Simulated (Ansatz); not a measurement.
Consider the atomization: `[NH2][Al]([F])[Br]` → Al• + Br• + F• + 2 H• + N•.

Calculated with Ansatz (gas phase, PBE0-D4/def2-TZVP geometries, no zero-point term in ΔE). CBS: MP2 limit from def2 TZ/QZ plus the TZ coupled-cluster correction, frozen cores. This one scheme is used for every species, atoms too. Functionals use def2-TZVPP. B3LYP here is the variant with VWN-RPA as its local correlation; programs differ in this. No spin–orbit coupling; open shells (•) take unrestricted orbitals. Spin–orbit coupling would lower the free atoms: a little for Al, F; clearly for Br. For Br outer-core shells are correlated without core-valence functions, so the limit isn't a true one: a few kJ/mol of doubt a bond, and 10 to 20 or more in all where bonds break to atoms. Scalar relativity is left out up to krypton. One conformer a species, not always the lowest.

Q: What is ΔE at CCSD(T)/CBS? (An estimate is asked.)

A: Ansatz gave: +2157.3 kJ/mol.

Q: What do these levels give: ωB97X-V, ωB97M-V, PBE-QIDH, B3LYP, BHLYP, HF/def2-TZVPP? (An estimate is asked.)

A: Computed: ωB97X-V 2140.6, ωB97M-V 2137.8, PBE-QIDH 2110.8, B3LYP 2103.7, BHLYP 2037.4, HF/def2-TZVPP 1528.4 kJ/mol.

Largest T1 diagnostic among the species: 0.018.

At CCSD(T), def2-SVP lies −184.2 kJ/mol from the extrapolated value and def2-TZVPP −80.8 kJ/mol: correlation converges slowly with the basis, and small sets miss more of it in the bonded molecule than in its fragments. From r2SCAN to r2SCAN0 (25 % exact exchange), in def2-TZVPP and without D4, ΔE moves by −49.3 kJ/mol: exact exchange takes away binding that semilocal exchange gives to molecules.

For atomizations the MP2-based limit and the directly extrapolated one differ by several kJ/mol either way, and by 10 to 25 for some Ge, Se and Sn compounds, so smaller differences from it don't rank the levels.
